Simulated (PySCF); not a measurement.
Species: C8H10Si.
Cartesian coordinates in Å at the PBE0-D3(BJ)/def2-SVP level; atoms count from 1:
```
atom  x, y, z in Å
C1    -2.6388    0.8354    1.6452
C2    -1.9844    0.5049    0.6815
C3    -1.2216    0.0730   -0.4865
C4    -1.5942   -1.3669   -0.8787
C5     0.2752    0.2089   -0.2988
C6     0.9165    0.4175    0.8720
Si7    2.7487    0.4371    0.5065
C8     2.4729    0.1555   -1.3264
C9     1.1392    0.0725   -1.5030
H10   -3.2177    1.1386    2.4976
H11   -1.5025    0.7360   -1.3274
H12   -1.0341   -1.6872   -1.7694
H13   -1.3544   -2.0548   -0.0552
H14   -2.6687   -1.4434   -1.0968
H15    0.3686    0.5377    1.8086
H16    3.4279    1.7332    0.8161
H17    3.5146   -0.6593    1.1771
H18    3.1783    0.0767   -2.1560
H19    0.6714   -0.0775   -2.4840
```

Computed with PySCF at wB97X-D/def2-SVPD, non-relativistic, on one gas-phase PBE0-D3(BJ)/def2-SVP geometry that isn't relaxed in the solvent. The solvent is an IEF-PCM continuum (Bondi radii, 1.10 Å for H, scaled by 1.2), and excitations are vertical TDDFT with non-equilibrium linear response and a frozen core. Only the electrostatic response of the medium enters.

Gas-phase singlets (H = HOMO, L = LUMO):

```tsv
state	E (eV)	λ (nm)	f	leading configurations
S1	4.522	274	0.045	H→L 98%
S2	5.910	210	0.000	H-4→L 86%, H-5→L 10%
S3	6.107	203	0.004	H-5→L 46%, H-2→L 40%
S4	6.389	194	0.077	H-1→L 65%, H-3→L 14%
S5	6.528	190	0.012	H-2→L 22%, H-3→L 16%, H-5→L 15%
```

**Question.** What are the lowest 5 singlets in acetone (ε = 20.49)?

**Answer.** 
| state | E (eV) | λ (nm) | f | leading configurations | change by rank (eV) |
| --- | --- | --- | --- | --- | --- |
| S1 | 4.493 | 276 | 0.059 | H→L 98% | -0.029 |
| S2 | 5.870 | 211 | 0.000 | H-4→L 93% | -0.040 |
| S3 | 6.088 | 204 | 0.005 | H-5→L 51%, H-2→L 33% | -0.019 |
| S4 | 6.408 | 193 | 0.152 | H-1→L 59%, H-3→L 26% | +0.019 |
| S5 | 6.585 | 188 | 0.007 | H-2→L 30%, H-3→L 13%, H-5→L 12% | +0.057 |

**Question.** How do the frontier levels move from gas to acetone?

**Answer.** 
```
orbital  gas (eV)  solvent (eV)  change (eV)
 LUMO+2      2.42          2.45        +0.03
 LUMO+1      2.09          2.14        +0.05
   LUMO      0.25          0.25         0.00
   HOMO     -8.59         -8.62        -0.03
 HOMO-1     -9.73         -9.82        -0.09
 HOMO-2     -9.80         -9.90        -0.10
 HOMO-3    -10.64        -10.65        -0.01
```

The HOMO–LUMO gap goes from 8.84 to 8.87 eV. Rows go by rank; for LUMO+1 and LUMO+2 the atom shares or the degeneracy differ between the runs, so the row needn't follow one orbital.
